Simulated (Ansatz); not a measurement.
Na8Cl8⁺ (started as a model of: 2x2x4 NaCl rock-salt block). Total charge 1; doublet. Geometry PBE-D4/def2-SVP, that of the neutral singlet; atoms count from 1.

Cartesian coordinates in Å:
```
Na -3.8424 -0.4479 1.7581
Cl -1.7737 1.1108 1.2926
Na 0.5514 2.1502 0.5096
Cl 2.7416 3.5522 -0.0735
Cl -4.2420 -1.2884 -0.6972
Na -1.9247 -0.0780 -1.2153
Cl 0.2003 1.2633 -2.1011
Na 2.5641 2.3769 -2.4149
Cl -2.5443 -2.5282 2.6972
Na -0.3709 -1.2128 1.8916
Cl 1.9804 -0.0369 1.4585
Na 4.0105 1.3204 0.4776
Na -2.7320 -3.2496 0.1794
Cl -0.4071 -2.3371 -0.6502
Na 1.7441 -0.8592 -1.1862
Cl 4.0448 0.2643 -1.9262
```

Estimate the Mulliken populations from the PBE0/def2-SVP orbitals of Ansatz.


```csv
atom,charge (e),spin (α − β)
Na1,0.56,-0.01
Cl2,-0.43,0.06
Na3,0.48,0.00
Cl4,-0.36,0.21
Cl5,-0.36,0.21
Na6,0.48,0.00
Cl7,-0.43,0.06
Na8,0.56,-0.01
Cl9,-0.36,0.21
Na10,0.48,0.00
Cl11,-0.43,0.06
Na12,0.56,-0.01
Na13,0.56,-0.01
Cl14,-0.43,0.06
Na15,0.48,0.00
Cl16,-0.36,0.21
```
Mulliken values and Mayer orders depend strongly on the basis.

Where does the spin sit?

Summed by element: Na -0.07, Cl 1.07, of 1 unpaired in all. Largest on single atoms: Cl5 0.21, Cl16 0.21, Cl4 0.21.
